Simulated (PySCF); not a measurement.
W(NH)(S)(SH)2 (H3NS3W), SMILES [NH]=[W](=[S])([SH])[SH], multiplicity 1. The structure is a stationary point at B3LYP-D3(BJ)/def2-SVP. The spin state was assumed, not searched. The structure was generated by enumeration; whether it is a known compound was not checked. The def2 effective core potentials stand for the cores of W; spin–orbit coupling is left out. Other conformers were not sampled.

Calculation: B3LYP-D3(BJ)/def2-SVP (PySCF).

Harmonic wavenumbers (cm⁻¹): 114, 124, 134, 188, 221, 286, 329, 379, 380, 531, 565, 629, 647, 670, 995, 2645, 2656, 3589. Rotational constants (GHz): 1.659, 1.422, 1.081; symmetry number 1.

Q: Work out the zero-point energy and the ideal-gas rigid-rotor harmonic-oscillator thermochemistry at 298.15 K and 1 atm.

A: ZPE = ½ Σ hcν = ½ × 15081 cm⁻¹ = 90.20 kJ/mol. H − E(el) = 114.53 kJ/mol. Entropy in J/(mol K): translation 179.76, rotation 122.27, vibration 85.70, total 387.74. G − E(el) = -1.08 kJ/mol. Cp = 122.23 J/(mol K). Modes under 150 cm⁻¹ make the vibrational entropy uncertain.
